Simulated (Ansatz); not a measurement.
`[SiH3]C1=CC1Cl` and `ClC1C=C1` differ in one atom or group.

Ansatz, PBE0-D4/def2-TZVP geometries, multiplicity 1. 

```json
{"property": "LUMO energy (B3LYP/def2-TZVPP) / eV", "`[SiH3]C1=CC1Cl`": "-1.27"}
{"property": "LUMO energy (PBE/def2-TZVPP) / eV", "`[SiH3]C1=CC1Cl`": "-2.07"}
{"property": "size of the dipole moment (ωB97M-V/def2-TZVPP) / D", "`[SiH3]C1=CC1Cl`": "2.46"}
{"property": "LUMO energy (PBE0/def2-TZVPP) / eV", "`[SiH3]C1=CC1Cl`": "-1.07"}
{"property": "LUMO energy (ωB97M-V/def2-TZVPP) / eV", "`[SiH3]C1=CC1Cl`": "1.06"}
{"property": "HOMO energy (ωB97M-V/def2-TZVPP) / eV", "`[SiH3]C1=CC1Cl`": "-9.94"}
```

(1) Give the same properties after the change, and the shifts. (An estimate is asked.)

Results:

(1) The calculation gave: 
```
                                          property  `ClC1C=C1`  shift
               LUMO energy (B3LYP/def2-TZVPP) / eV       -0.78   0.49
                 LUMO energy (PBE/def2-TZVPP) / eV       -1.61   0.46
size of the dipole moment (ωB97M-V/def2-TZVPP) / D        2.65   0.19
                LUMO energy (PBE0/def2-TZVPP) / eV       -0.53   0.54
             LUMO energy (ωB97M-V/def2-TZVPP) / eV        1.66   0.60
             HOMO energy (ωB97M-V/def2-TZVPP) / eV      -10.07  -0.13
```

With PBE0 the HOMO falls by 0.10 eV and the LUMO rises by 0.54 eV, so the gap widens by about 0.64 eV. PBE moves the HOMO by -0.06 eV and ωB97M-V by -0.13 eV. Dipoles are sizes alone; their direction can turn.

B3LYP here is the variant with VWN-RPA as its local correlation; programs differ in this.
